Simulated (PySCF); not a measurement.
H4MgOSi.

```xyz
7

Mg     0.0000     0.0000    -0.7379
O      0.0000     0.0000    -2.5039
H      0.0000     0.0000    -3.4517
Si     0.0000     0.0000     1.8006
H      1.1914     0.6879     2.3763
H      0.0000    -1.3757     2.3763
H     -1.1914     0.6879     2.3763
```

The structure is a stationary point at ωB97X-D3(BJ)/def2-TZVP. One conformer was computed; it need not be the lowest.

Calculation: HF/pcSseg-2 run with PySCF. Non-relativistic, no solvent.

Computed absolute GIAO shielding of each atom: isotropic value and principal components (ppm):
```
atom  σ(iso)    σ11    σ22    σ33   span
----  ------  -----  -----  -----  -----
Mg1    531.0  441.0  441.0  711.1  270.0
O2     341.1  302.6  302.6  417.9  115.3
H3      31.2   22.5   22.5   48.6   26.1
Si4    519.1  500.1  528.6  528.6   28.6
H5      29.0   26.1   26.4   34.5    8.4
H6      29.0   26.1   26.4   34.5    8.4
H7      29.0   26.1   26.4   34.5    8.4
```
